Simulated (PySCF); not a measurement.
**Orbital energies and ionisation energy**

Compound: Sn(NCS)Me3, C4H9NSSn.
Geometry (PBE0-D3(BJ)/def2-SVP, Å), atoms numbered from 1 in this order:
```
atom  x, y, z in Å
Sn1    0.000    0.005   -0.200
N2     0.033    0.002    1.861
C3     0.026   -0.031    3.051
S4     0.021   -0.072    4.640
C5     2.069   -0.002   -0.743
H6     2.178   -0.113   -1.832
H7     2.573   -0.841   -0.244
H8     2.542    0.938   -0.428
C9    -1.040    1.808   -0.693
H10   -1.027    1.971   -1.780
H11   -0.550    2.658   -0.197
H12   -2.082    1.746   -0.350
C13   -1.055   -1.791   -0.693
H14   -2.042   -1.778   -0.211
H15   -0.493   -2.663   -0.333
H16   -1.187   -1.871   -1.781
```

Level: B3LYP/def2-SVPD (PySCF). Frontier orbitals with their largest atomic shares (Löwdin; up to four atoms above 4 %):

```tsv
orbital	ε (eV)	main atoms
HOMO−3	-8.43	C5 30 %, C13 20 %, Sn1 19 %, H8 5 %
HOMO−2	-8.43	C9 33 %, Sn1 19 %, C13 15 %, C5 6 %
HOMO−1	-6.47	?
HOMO	-6.47	?
LUMO	-0.60	Sn1 33 %, C5 10 %, C9 10 %, C13 10 %
LUMO+1	-0.05	S4 23 %, C3 22 %, N2 18 %, Sn1 10 %
LUMO+2	-0.04	S4 23 %, C3 22 %, N2 18 %, Sn1 10 %
```

Q: What vertical ionisation energy does ΔSCF give, and how far is −ε(HOMO) from it?

A: ΔSCF: 8.62 eV (832 kJ/mol; threshold wavelength 144 nm); ⟨S²⟩ of the doublet left behind is 0.765, against 0.75 for a pure doublet. −ε(HOMO) is 6.47 eV, 2.15 eV below it. For the exact functional −ε(HOMO) would equal the first vertical ionisation energy; B3LYP (global hybrid, 20 % exact exchange) falls short of its own ΔSCF value by 25 %.

Q: On which atoms does the HOMO lie?

A: HOMO: S4 57 %, N2 20 %, C3 19 %; HOMO−1: S4 57 %, N2 20 %, C3 19 %. These 2 orbitals lie within 0.02 eV of one another; within a degenerate set any mixture serves as well, and the shares of a single orbital can change with the mixture. The HOMO−2 lies 1.96 eV lower.

Q: What kinetic energy would electrons from this vertical process carry with 118.2 nm light (10.49 eV)?

A: 10.49 − 8.62 = 1.87 eV.

Q: How many of the 10 lowest singlet excitations (vertical TDDFT, same level) lie below the ionisation energy?

A: All 10; they run from 5.09 to 6.41 eV.

Q: With α = 123.0 au, estimate the like-pair dispersion coefficient by London's formula C6 = (3/4)α²I.

A: I = 0.3168 Eh, so C6 ≈ 3600 au, a rough estimate.

Isolated species at its PBE0-D3(BJ)/def2-SVP geometry, gas phase. Atoms past krypton carry effective core potentials; spin–orbit coupling is left out.
